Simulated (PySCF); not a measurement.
## From a computed spectrum to the compound

A species of 13 atoms with charge -1 has these harmonic modes (PBE0, small Gaussian bases with core potentials, PySCF 2.14.0):

| cm⁻¹ | km/mol | symmetry |
| --- | --- | --- |
| 78 | 3.6 |  |
| 80 | 0.1 |  |
| 82 | 3.6 |  |
| 91 | 0.0 |  |
| 106 | 3.0 |  |
| 151 | 5.9 |  |
| 158 | 8.4 |  |
| 241 | 0.0 |  |
| 257 | 2.9 |  |
| 292 | 1.4 |  |
| 296 | 3.9 |  |
| 312 | 0.2 |  |
| 332 | 183.0 |  |
| 336 | 182.3 |  |
| 338 | 9.1 |  |
| 353 | 61.7 |  |
| 355 | 67.8 |  |
| 439 | 228.6 |  |
| 442 | 238.5 |  |
| 442 | 237.3 |  |
| 464 | 0.0 |  |
| 1509 | 5.0 |  |
| 1509 | 13.4 |  |
| 1510 | 5.0 |  |
| 1510 | 0.6 |  |
| 3501 | 9.6 |  |
| 3502 | 16.6 |  |
| 3503 | 9.3 |  |
| 3504 | 7.7 |  |
| 3592 | 6.9 |  |
| 3592 | 2.3 |  |
| 3596 | 7.1 |  |
| 3596 | 2.0 |  |

**Question.** Which species is it, and in which structure?

**Answer.** [Pr(NH2)4]− (singlet in the valence; each metal's 4f electrons, 2 of them, lie in its core potential, out of spins and levels):
```xyz
13

Pr    0.0000    0.0000    0.0000
N     1.4138    1.3813    1.2752
H     2.2804    1.0493    1.7047
H     1.3873    2.3836    1.4675
N    -1.4137   -1.2754    1.3812
H    -1.3890   -1.4672    2.3832
H    -2.2798   -1.7052    1.0482
N     1.4138   -1.3813   -1.2752
H     1.3873   -2.3836   -1.4675
H     2.2804   -1.0493   -1.7047
N    -1.4137    1.2754   -1.3812
H    -2.2798    1.7052   -1.0482
H    -1.3890    1.4672   -2.3832
```
Ideal gas at 298.15 K and 1 bar: S = 467.4 J/(mol K), Cp = 183.2 J/(mol K), H − H(0 K) = 36.8 kJ/mol (rigid rotor, harmonic modes, spin degeneracy alone, that of the 4f electrons in the core included). An lcecp potential fixes the number of 4f electrons, so in runs with it no electron can move into or out of that shell.
 This is one of several that fit.
